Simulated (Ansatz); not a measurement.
Calculated with Ansatz (gas phase, PBE0-D4/def2-TZVP geometries, no zero-point term in ΔE). CCSD(T)/CBS adds triple-zeta CCSD(T) − MP2 to the extrapolated MP2 energy (def2 sets, frozen cores). Functionals use def2-TZVPP. For Se outer-core shells are correlated without core-valence functions, which leaves a few kJ/mol of doubt a bond. Scalar relativity is left out up to krypton. One conformer a species, not always the lowest.

Consider the redistribution: `CO[SiH](F)O[SiH2]F` + `[SiH3][SeH]` → `F[SiH2][SeH]` + `CO[SiH](F)O[SiH3]`.

```
             level  ΔE (kJ/mol)
           PBE0-D4         18.1
            r2SCAN         16.9
              PBE0         16.8
    MP2/def2-TZVPP         17.4
   CCSD/def2-TZVPP         18.5
CCSD(T)/def2-TZVPP         18.4
    MP2/def2-QZVPP         17.1
     MP2/CBS(def2)         16.9
```

Task: What does CCSD(T)/CBS give? (An estimate is asked.)

Result: Computed: +17.8 kJ/mol. The listed levels differ from it by 0.3, -0.9, -1.0, -0.4, 0.7, 0.6, -0.7, -0.9 kJ/mol.

Largest T1 diagnostic among the species: 0.012.
